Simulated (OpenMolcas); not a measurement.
An OpenMolcas run meant for Kr V (ANO-RCC-VQZP, DKH3; inactive shells 1s 2s 2p 3s 3p 3d 4s; intended active space 2 electrons in 3 orbitals (4p)). One step of its input:

```
&CASPT2
Multistate=3 1 2 3
Frozen=3 6
IPEA=0.25
Shift=2.0
MaxIter=60
WThr=0.0 0.3 0.05
PrWF=0.5
NoMix
```

The run finished. Its levels beside those of a sound run (SS-CASPT2, IPEA 0.25 Eh, imaginary shift 0.1 Eh (closed shells correlated: 3d 4s)), in cm⁻¹ above each run's lowest level:

```
      Level  This run  Usual run
4s² 4p² ³P₀       0.0        0.0
4s² 4p² ³P₁      3287       3326
4s² 4p² ³P₂      6947       6938
4s² 4p² ¹D₂     19697      19106
4s² 4p² ¹S₀     40474      39051
```

Problem. Which setting is unsound, and how much does it matter here?

Solution. The level shift is far above the usual 0.1 to 0.3 hartree and damps the second-order energy. Against the sound run the excited levels shown move by 520 cm-1 on average and by 1400 cm-1 at most.

CASPT2 breaks the degeneracy within a term, and the mean is taken; among the terms shown or strongly mixed into the levels shown the widest spread is 100 cm-1 (4s² 4p² ¹D, the sound run). With the s shell closed, the reference lacks s² → p² mixing. Only configurations of the active space appear.
